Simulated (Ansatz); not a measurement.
Consider the redistribution: `[Cl][Sn][Cl]` + `O[SiH](F)[SiH2]S` → `[SH][Sn][Cl]` + `O[SiH](F)[SiH2]Cl`.

Calculated with Ansatz (gas phase, PBE0-D4/def2-TZVP geometries, no zero-point term in ΔE). CBS: MP2 limit from def2 TZ/QZ plus the TZ coupled-cluster correction, frozen cores. DFT in def2-TZVPP. Elements past krypton have def2 core potentials. For Sn outer-core shells are correlated without core-valence functions, which leaves a few kJ/mol of doubt a bond. Each species was taken in one conformer, which may not be the lowest.

Task: Is it downhill or uphill in electronic energy at CCSD(T)/CBS, and by how much? (Estimate.)

Result: The calculation gave: Nearly level: ΔE = -1.2 kJ/mol.

Task: What do these levels give: r2SCAN-D4, PBE0-D4, ωB97M-V, r2SCAN, SCS-MP2/def2-TZVPP, HF/def2-QZVPP? (Estimate.)

Result: Computed: r2SCAN-D4 0.3, PBE0-D4 1.1, ωB97M-V 0.4, r2SCAN 0.1, SCS-MP2/def2-TZVPP -2.4, HF/def2-QZVPP -0.6 kJ/mol.

Largest T1 diagnostic among the species: 0.015.
